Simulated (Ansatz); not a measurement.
The same ligand exchange along the group B, Al, Ga.

Isolated molecules relaxed with PBE0-D4/def2-TZVP in Ansatz; ΔE leaves out vibrations. CCSD(T)/CBS adds triple-zeta CCSD(T) − MP2 to the extrapolated MP2 energy (def2 sets, frozen cores). This one scheme is used for every species. Functionals use def2-TZVPP. B3LYP here is the variant with VWN-RPA as its local correlation; programs differ in this. For Ga outer-core shells are correlated without core-valence functions, which leaves a few kJ/mol of doubt a bond. Scalar relativity is left out up to krypton. One conformer a species, not always the lowest.

| reaction | B3LYP-D4 (kJ/mol) | ωB97X-V (kJ/mol) | MP2/CBS(def2) (kJ/mol) | CCSD(T)/CBS(def2) (kJ/mol) |
| --- | --- | --- | --- | --- |
| `BN[SiH](C)C` + CH₃OH → `CO[SiH](C)C` + `BN` | -56 | -54 | -51 | -51 |
| `C[SiH](C)[NH][AlH2]` + CH₃OH → `CO[SiH](C)C` + `[NH2][AlH2]` | -43 | -42 | -39 | -39 |
| `C[SiH](C)[NH][GaH2]` + CH₃OH → `CO[SiH](C)C` + `[NH2][GaH2]` | -39 | -41 | -36 | -37 |

Largest T1 diagnostic: 0.014, for `[NH2][GaH2]`.
